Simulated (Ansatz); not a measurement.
A run for Ansatz (a program for electronic structure): R-PBE0/def2-TZVPPD on BF3H2O (a complex), monomers drawn apart or pushed together. Files ending in .json are basis or fitting sets from the Basis Set Exchange.

Ansatz 0.2 input:
```yaml
crystal:
  periodic: [false, false, false]
  atoms:
    - {symbol: F, position_ang: [1.05791979, -0.78438271, 0.30186759]}
    - {symbol: B, position_ang: [0.02946766, 0.02507244, 0.57220025]}
    - {symbol: F, position_ang: [0.21096397, 1.34710422, 0.36965325]}
    - {symbol: F, position_ang: [-1.21322866, -0.46047264, 0.36873772]}
    - {symbol: O, position_ang: [0.03418501, 0.01780928, 2.71692431]}
    - {symbol: H, position_ang: [-0.82941272, -0.28303204, 3.03028015]}
    - {symbol: H, position_ang: [0.16137693, 0.92199147, 3.03433781]}
basis:
  gaussian:
    orbitals: def2-TZVPPD.json
hamiltonian:
  xc: {name: PBE0}
scf: {lower_state_search: off}
```

It printed:

```
WARN ansatz: RAYON_NUM_THREADS=1 ignored (pool sized by the plan → 1); use --threads N
Functional definition: PBE0
these checks for a lower state are left out or cut short: stability, starts, cluster_reference, orbital_swaps, neighbouring_geometries, increment
integrals: 0.13 GiB planned
1058 factors; their error is unknown
mean field: 1.22 GiB planned
mean field evaluation 1: about -10900.1209 eV, gradient 6.4e1 eV
mean field evaluation 2: about -10894.3346 eV, gradient 8.9e1 eV
mean field evaluation 4: about -10905.8019 eV, gradient 3.1e0 eV
mean field evaluation 8: about -10905.8430 eV, gradient 2.7e-2 eV
mean field evaluation 16: about -10905.8430 eV, gradient 1.5e-6 eV
mean field -10905.84300570 eV, -400.7823382135 hartree, gradient 1.5e-6 eV, S^2 0.000000; 0 other end points of the search recorded, 0 dependent functions left out
reference -10905.84305320 eV, -400.7823399593 hartree; 21, 21 occupied and 210, 210 virtual orbitals, 1058 factors
Total energy: -10905.84305320 eV, -400.7823399593 hartree
Checks for a lower state left out: stability, starts, cluster_reference, orbital_swaps, neighbouring_geometries, increment
```

Self-consistency was reached.

Cost: about 5 core-seconds (a rough figure).
